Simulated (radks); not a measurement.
Results of a calculation; reference values are marked as such.
Species: the erbium ion Er10+. Configuration: [Kr] 4d10 4f10 5s2. Code: a radial shooting solver on a logarithmic mesh with Libxc functionals. Model: Dirac Kohn-Sham, LB94 model potential, spin-unpolarised, spherical densities, finite nucleus; open shells fill j = l - 1/2 first; Fermi nuclear charge, rms radius 5.2516 fm.

Normalised radial functions P(r) = r R(r) (large component), r in bohr:

r	4d5/2	5s1/2	4f5/2
0.00282	0.0002	0.1232	0.0000
0.003672	0.0003	0.1446	0.0000
0.004819	0.0007	0.1663	0.0000
0.006275	0.0015	0.1842	0.0000
0.008237	0.0033	0.1945	0.0000
0.01081	0.0070	0.1895	0.0001
0.01408	0.0142	0.1619	0.0002
0.01848	0.0288	0.1015	0.0005
0.02406	0.0556	0.0081	0.0013
0.03158	0.1057	-0.1160	0.0034
0.04113	0.1882	-0.2363	0.0083
0.05398	0.3202	-0.3066	0.0198
0.07029	0.4951	-0.2594	0.0444
0.09226	0.6941	-0.0564	0.0960
0.1211	0.8291	0.2411	0.1928
0.1577	0.7732	0.4374	0.3491
0.207	0.4043	0.3231	0.5819
0.2695	-0.2450	-0.1194	0.8506
0.3538	-0.9790	-0.5807	1.0957
0.4606	-1.4128	-0.5700	1.2189
0.6046	-1.3731	0.0383	1.1768
0.7873	-0.9722	0.7938	0.9818
1.033	-0.4876	1.1517	0.6838
1.356	-0.1646	0.9087	0.3789
1.766	-0.0355	0.4378	0.1577
2.318	-0.0038	0.1150	0.0413
3.019	-0.0002	0.0156	0.0063

4d5/2: eigenvalue -345.64 eV, 1 radial node at r = 0.246 bohr, <r> = 0.582 bohr, 90 % of the charge inside 0.873 bohr. 5s1/2: eigenvalue -217.66 eV, 4 radial nodes at r = 0.0245, 0.0974, 0.254, 0.597 bohr, <r> = 1.11 bohr, 90 % of the charge inside 1.57 bohr. 4f5/2: eigenvalue -184.18 eV, 0 radial nodes, <r> = 0.670 bohr, 90 % of the charge inside 1.09 bohr.
